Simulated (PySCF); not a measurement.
From computed data to an observable: entropy of an ideal gas

bromine monochloride (BrCl), SMILES BrCl.

The structure is a stationary point at PBE-D3(BJ)/def2-TZVP.

PBE-D3(BJ)/def2-TZVP run with PySCF 2.14.0 gives the harmonic wavenumbers 427 cm⁻¹ and the rotational temperature 0.2116 K. The molar mass is 115.35 g/mol, the symmetry number 1, the spin multiplicity 1.

Work out the entropy at 298.15 K and 1 atm in the rigid-rotor, harmonic-oscillator model.


Translation (Sackur–Tetrode at 1 atm): S = R[1.5 ln M + 2.5 ln T − 1.16487] = 168.0 J/(mol K).
Rotation: q = T/(σ θ) = 1410, S = R[ln q + 1] = 68.6 J/(mol K).
Vibration: with u = 1.4388 ν/T, each mode gives R[u/(e^u − 1) − ln(1 − e^−u)]:
| ν (cm⁻¹) | modes | u | S (J/(mol K)) |
|---|---|---|---|
| 427 | 1 | 2.06 | 3.63 |
These are all the modes. Sum 3.6 J/(mol K).
Spin: R ln 1 = 0.0 J/(mol K).
Total 240.2 J/(mol K); the program's own thermochemistry gives 240.2. Translation makes up 70 % and vibration 2 %. Anharmonicity, hindered rotation and orbital degeneracy are left out.
